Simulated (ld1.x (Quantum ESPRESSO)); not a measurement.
**Which change was made? (Be, TM)**

Be (Z = 4), norm-conserving Troullier–Martins (Kleinman–Bylander form), made with ld1.x (Quantum ESPRESSO) 7.5 (PBEsol, scalar-relativistic). Core [He], reference 2s1 2p1. Waves: 2p (bound): rc 4.20 bohr; 3d channel at 0.4 Ry: rc 4.25 bohr; 2s (bound): rc 1.50 bohr. Local part: the s channel. Core correction: none.

Cutoffs, loose and tight: the cutoffs (Ry, on a coarse ladder) from which the occupation-weighted sum of valence levels, in a spherical-Bessel basis at the reference potential, stays within 10 and 1 mRy of its value at 400 Ry. They do not see the model core or the augmentation charge, which bear on the density cutoff. Test errors are all-electron minus pseudo excitation energies from the reference, over the configurations 2s2 2p0; 2s1 2p0; 2s1.5 2p0; 2s0 2p2; 2s0 2p1; variants that change the core or the reference have their own tests.

The base gives: outcome: generated; cutoff, loose: 8 Ry; cutoff, tight: 15 Ry; bound ghosts: none; largest test error (meV): +74.

(1) After one change the result is: outcome: generated; cutoff, loose: 8 Ry; cutoff, tight: 15 Ry; bound ghosts: none; largest test error (meV): +159. Which change was it?
A. all radii scaled by about 1.12 (s 1.68, p 4.72, d 4.78 bohr)
B. all radii scaled by about 1.24 (s 1.86, p 5.22, d 5.28 bohr)
C. all radii scaled by about 0.75 (s 1.12, p 3.16, d 3.20 bohr)
D. all radii scaled by about 1.36 (s 2.04, p 5.72, d 5.78 bohr)

## Answers

(1) B. The others give: all radii scaled by about 1.36 (s 2.04, p 5.72, d 5.78 bohr) → outcome: generated; cutoff, loose: 8 Ry; cutoff, tight: 12 Ry; bound ghosts: none; largest test error (meV): +202 | all radii scaled by about 0.75 (s 1.12, p 3.16, d 3.20 bohr) → outcome: generated; cutoff, loose: 45 Ry; cutoff, tight: 70 Ry; bound ghosts: none; largest test error (meV): +39 | all radii scaled by about 1.12 (s 1.68, p 4.72, d 4.78 bohr) → outcome: generated; cutoff, loose: 8 Ry; cutoff, tight: 15 Ry; bound ghosts: none; largest test error (meV): +114.
